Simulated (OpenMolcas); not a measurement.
## 4s2 4p along the 31-electron sequence

```yaml
Program: OpenMolcas 26.06
Method: XMS-CASPT2, IPEA 0.25 Eh, imaginary shift 0.1 Eh
Basis: ANO-RCC-VTZP
Scalar_Hamiltonian: DKH2, point nucleus
Spin-orbit_coupling: state interaction with AMFI integrals over the reference wave functions, term energies averaged over their components
```

Active space for each ion: 3 electrons in 4 orbitals (4s 4p); closed shells correlated by CASPT2: 3d.

Computed levels in cm-1 above 2P* 1/2:

| Level | Ge+ | Br4+ | Kr5+ |
| --- | --- | --- | --- |
| 2P* 3/2 | 1597 | 5530 | 7370 |
| weight of 2P* in the lowest level (%) | 100 | 100 | 100 |

Measured, with the error of the calculation in %. Measured levels: Ge+ from NIST Handbook of Basic Atomic Spectroscopic Data; Br4+ from Moore, Atomic Energy Levels, vol. II, NSRDS-NBS 35 (1971 reprint of NBS Circular 467, 1952); Kr5+ from Saloman, J. Phys. Chem. Ref. Data 36, 215 (2007).

| Level | Ge+ | Br4+ | Kr5+ |
| --- | --- | --- | --- |
| 2P* 3/2 | 1767 (-9.6) | 6090 (-9.2) | 8110 (-9.2) |

The fine-structure level 2P* 3/2 changes by a factor of 4.61 from Ge+ to Kr5+. Its fourth root runs 6.32, 8.62, 9.27, with steps per unit of Z of 0.77, 0.64; equal steps would mean a (Z - σ)^4 law with constant σ.

Term energies are means over components that CASPT2 splits; among the terms shown or strongly mixed into the levels shown the widest spread is 25 cm-1 (4s2 4p 2P*, Kr5+). Over all roots computed the reference weight is 0.88 to 0.96 in Ge+, 0.85 to 0.99 in Br4+, 0.86 to 0.99 in Kr5+; the roots of lowest weight are the least certain, and an intruder state may touch them. Some high roots are left out of the spin-orbit mixing, which shifts the levels that they would mix with (holds for Ge+). Measured partners are found by configuration, term and J. A level has none where our copy of the source lacks it or the pairing is in doubt (some pairs that miss far off the trend of their configuration count as doubtful), and it then counts in no deviation. Levels of configurations outside the active space are missing.

* marks odd parity.
